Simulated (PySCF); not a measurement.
## Excitation energy of He by level of theory

He 1s2 (1S) → He 1s1 2s1 (3S), as a difference of total energies. Computed with PySCF 2.14 in dyall-av3z (10s3p2d, 29 functions), with the non-relativistic Hamiltonian (point nucleus). Correlated levels: valence: nothing frozen; virtual orbitals above 40 to 60 times the deepest correlated orbital energy dropped. The calculations carry no spin-orbit coupling.

```csv
method,excitation energy (eV),error (eV)
UHF,18.794,-1.026
LDA,19.519,-0.301
PBE,19.553,-0.267
PBE0,19.553,-0.267
r2SCAN,19.906,+0.086
r2SCANh,19.884,+0.064
B3LYP,20.122,+0.302
CAM-B3LYP,20.032,+0.212
MN15,20.449,+0.629
MP2 (valence),19.704,-0.116
SCS-MP2 (valence),19.902,+0.082
```

Reference: 19.820 eV (measured; NIST levels).

Errors of the correlated levels include the incompleteness of this basis.

The promoted electron is Rydberg-like, and one or two diffuse shells describe it only roughly, which tends to raise the upper state.
